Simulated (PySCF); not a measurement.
This PySCF input asks for the NMR shieldings of SMILES FC(F)[SiH]1CC=CC1, C5H8F2Si; the geometry comes from GFN2-xTB.

```python
import basis_set_exchange as bse
import numpy as np
from pyscf import gto, dft
from pyscf.prop import nmr

atoms = """
F     3.006453   -0.668123    0.831995
C     2.247827   -0.068785   -0.129805
F     2.966680    1.010735   -0.551204
Si    0.545392    0.500557    0.610024
C    -0.610424    1.151302   -0.758549
C    -1.744169    0.164784   -0.764100
C    -1.719202   -0.852936    0.078249
C    -0.556871   -0.999362    1.019638
H     2.202885   -0.768058   -0.977448
H     0.845699    1.417123    1.709207
H    -0.993986    2.150826   -0.551642
H    -0.150966    1.202914   -1.747365
H    -2.553269    0.321031   -1.462291
H    -2.506548   -1.591091    0.120330
H    -0.915027   -0.995929    2.049534
H    -0.072073   -1.966045    0.871064
"""
names = dict.fromkeys(["F", "C", "Si", "H"], "pcSseg-1")
basis = {el: gto.basis.parse(bse.get_basis(n, elements=[el], fmt="nwchem")) for el, n in names.items()}
mol = gto.M(atom=atoms, basis=basis, charge=0, verbose=0)
mf = dft.RKS(mol, xc="PBE0")
mf.grids.level = 2
mf.grids.alignment = dft.numint.BLKSIZE   # the property module wants whole blocks of grid points
mf.conv_tol = 1e-9
mf.kernel()

calc = nmr.RKS(mf)   # GIAO
C = mf.mo_coeff
Co = C[:, mf.mo_occ > 0]
resp = mf.gen_response(singlet=True, hermi=2)
def vind(x):   # induced exchange potential for any number of trial vectors
    d = np.einsum("pi,xij,qj->xpq", C, 2 * x.reshape(-1, C.shape[1], Co.shape[1]), Co, optimize=True)
    return np.einsum("xpq,pi,qj->xij", resp(d - d.transpose(0, 2, 1)), C, Co, optimize=True).ravel()
mo1, _ = nmr.rhf.solve_mo1(calc, with_cphf=vind)
sigma = calc.kernel(mo1)
for i, s in enumerate(sigma):   # ppm
    print("%2d %-2s %9.2f" % (i, mol.atom_pure_symbol(i), np.trace(s) / 3))
```

Question: What does it print?

Answer: 
```
 0 F     324.30
 1 C      58.15
 2 F     324.33
 3 Si    358.51
 4 C     169.46
 5 C      48.47
 6 C      48.47
 7 C     169.45
 8 H      25.30
 9 H      27.07
10 H      29.87
11 H      29.92
12 H      25.57
13 H      25.57
14 H      29.87
15 H      29.92
```

These numbers come from an equivalent density-fitted implementation of the same equations, which agrees with the script to about 0.01 ppm for H and up to a few tenths of a ppm for heavy atoms, so last digits may differ.

Question: Turn these shieldings into chemical shifts. Referencing at the same level of theory: 19F (σref 170.95) against CFCl3; 13C (σref 186.93) and 29Si (σref 349.16) and 1H (σref 31.72) vs TMS.

Answer: Averaging equivalent atoms: F 0/2: -153.4; C 5/6: 138.5; C 1: 128.8; C 4/7: 17.5; Si 3: -9.4; H 8: 6.42; H 12/13: 6.14; H 9: 4.64; H 10/14: 1.84; H 11/15: 1.80 ppm. Unscaled 19F shifts against computed CFCl3 carry errors that often reach 10 to 50 ppm.

Size and cost of the density-fitted run: 183 basis functions, 18 s wall time on 1 thread of an x86-64 server CPU, shared host.
